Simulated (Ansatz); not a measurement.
`[SiH3]C[SeH]` + `[F][AlH][SH]` → `[F][AlH][S][SiH3]` + `C[SeH]` at 700 K and 1 bar (ligand exchange at the Si–C bond).

Gas-phase electronic energies from Ansatz, PBE0-D4/def2-TZVP geometries. CCSD(T)/CBS is the MP2 limit (def2-TZVPP, def2-QZVPP) plus CCSD(T) − MP2 in def2-TZVPP, frozen cores. This one scheme is used for every species. For Se outer-core shells are correlated without core-valence functions, which leaves a few kJ/mol of doubt a bond. Scalar relativity is left out up to krypton. One conformer a species, not always the lowest.

| species | CCSD(T)/CBS energy (Eh) | H − E (kJ/mol) | S (J/(mol·K)) |
| --- | --- | --- | --- |
| `[SiH3]C[SeH]` | -2731.43590 | 222.6 | 419.4 |
| `[F][AlH][SH]` | -740.90186 | 96.9 | 360.5 |
| `[F][AlH][S][SiH3]` | -1031.20495 | 168.7 | 462.4 |
| `C[SeH]` | -2441.15625 | 157.6 | 325.3 |

H − E and S are ideal-gas, rigid-rotor, harmonic terms from PBE0-D4/def2-TZVP, for one conformer and one mirror image of each species. 1 Eh = 2625.50 kJ/mol, R = 8.31446 J/(mol·K).

By hand: ΔE, ΔH, ΔS and ΔG.

ΔE = (-1031.20495) + (-2441.15625) − (-2731.43590) − (-740.90186) = -0.02344 Eh = -61.5 kJ/mol. Δ(H − E) = 168.7 + 157.6 − 222.6 − 96.9 = 6.8, so ΔH = -54.7 kJ/mol. ΔS = 462.4 + 325.3 − 419.4 − 360.5 = 7.8 J/(mol·K). ΔG = -54.7 − 700 × (7.8)/1000 = -60.2 kJ/mol.

By hand: the equilibrium constant, and the temperature at which ΔG would vanish if ΔH and ΔS stayed fixed.

log₁₀ K = −ΔG/(RT ln 10) = 4.5. ΔH and −TΔS have one sign here, so there is no such temperature.

The number of gas molecules stays the same, so ΔS is small and ΔH decides. A doubt of 5 kJ/mol in ΔE shifts log₁₀ K by 0.4 here. Other conformers and mirror images would add mixing entropy, several J/(mol·K) or more a flexible species. Modes under 60 cm⁻¹, often nearly free rotors, make the harmonic entropy too high. These are equilibria of isolated gas molecules and say nothing of rates. Largest T1 diagnostic: 0.012 (customary marks: 0.02 for closed shells, 0.045 for open ones).

ΔS is within the doubt of such terms, so its sign, and with it that verdict, could turn.
